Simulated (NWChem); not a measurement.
C$_{4}$H$_{3}$B; SMILES C#CBC#C

```xyz
8

B      0.0000     0.0000    -0.8378
C      1.3232     0.0000    -0.0985
C      2.3991     0.0000     0.4760
H      3.3469     0.0000     0.9852
C     -1.3232     0.0000    -0.0985
C     -2.3991     0.0000     0.4760
H     -3.3469     0.0000     0.9852
H      0.0000     0.0000    -2.0466
```
Atoms are numbered in this order, from 1.

Level: PBE0/def2-SVP (NWChem), optimised geometry, unscaled harmonic frequencies. 

```tsv
frequency (cm⁻¹)	IR intensity (km/mol)
123	2.8
265	7.6
280	0.0
317	0.9
519	10.1
677	21.0
679	70.7
796	60.1
797	0.0
825	31.4
847	27.4
940	12.0
1203	227.0
2169	21.7
2176	217.0
2623	98.5
3476	77.8
3476	19.2
```

| Quantity | Result |
|---|---|
| zero-point energy | 31.7 kcal/mol |
| thermal correction to the enthalpy at 298.15 K (with zero-point energy) | 35.8 kcal/mol |
| heat capacity Cv | 19.1 cal/(mol K) |
| entropy at 298.15 K and 1 atm (symmetry number 2) | 71.8 cal/(mol K) |
| dipole moment | 0.95 D |

Rigid rotor and harmonic oscillator.
